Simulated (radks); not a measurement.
Minus the highest occupied eigenvalue as an estimate of the ionisation energy, La to La19+. The LB94 potential has the -1/r tail that LDA and GGA lack but no energy functional. Calculated with a radial shooting solver on a logarithmic mesh with Libxc functionals: Dirac Kohn-Sham, LB94 model potential, spin-unpolarised, spherical densities, finite nucleus; open shells fill j = l - 1/2 first; Fermi nuclear charge, rms radius 4.855 fm.

species	configuration	HOMO	-e(HOMO) (eV)	<r> (bohr)	IE, NIST (eV)	kind
La	[Xe] 5d1 6s2	6s1/2	6.473	4.17	5.577	exp.
La+	[Xe] 5d2	5d3/2	11.887	2.74	11.185	exp.
La2+	[Xe] 5d1	5d3/2	20.433	2.51	19.177	exp.
La3+	[Xe]	5p3/2	50.411	1.78	50.0	semi-emp.
La4+	[Kr] 4d10 5s2 5p5	5p3/2	63.012	1.72	62	semi-emp.
La5+	[Kr] 4d10 5s2 5p4	5p3/2	76.200	1.68	74	theory
La6+	[Kr] 4d10 5s2 5p3	5p3/2	89.949	1.63	88	theory
La7+	[Kr] 4d10 5s2 5p2	5p1/2	107.92	1.54	105	theory
La8+	[Kr] 4d10 5s2 5p1	5p1/2	123.18	1.50	119	theory
La9+	[Kr] 4d10 5s2	5s1/2	157.26	1.38	151	semi-emp.
La10+	[Kr] 4d10 5s1	5s1/2	174.60	1.35	168.8	semi-emp.
La11+	[Kr] 4d10	4d5/2	275.52	0.753	275	theory
La12+	[Kr] 4d9	4d5/2	304.52	0.740	303	theory
La13+	[Kr] 4d8	4d5/2	334.28	0.728	332	theory
La14+	[Kr] 4d7	4d5/2	364.78	0.717	364	theory
La15+	[Kr] 4d6	4d5/2	396.01	0.706	393	theory
La16+	[Kr] 4d5	4d5/2	427.96	0.695	431	theory
La17+	[Kr] 4d4	4d3/2	464.54	0.679	464	theory
La18+	[Kr] 4d3	4d3/2	498.16	0.669	498	theory
La19+	[Kr] 4d2	4d3/2	532.48	0.659	533	theory

Reference values: NIST Atomic Spectra Database (exp. = measured, semi-emp. = semi-empirical, theory = theoretical value adopted there). Spin polarisation and multiplet splitting are left out.

Beside tabulated values, note that spin-unpolarised runs miss the spin-polarisation part of the exchange energy of open shells.
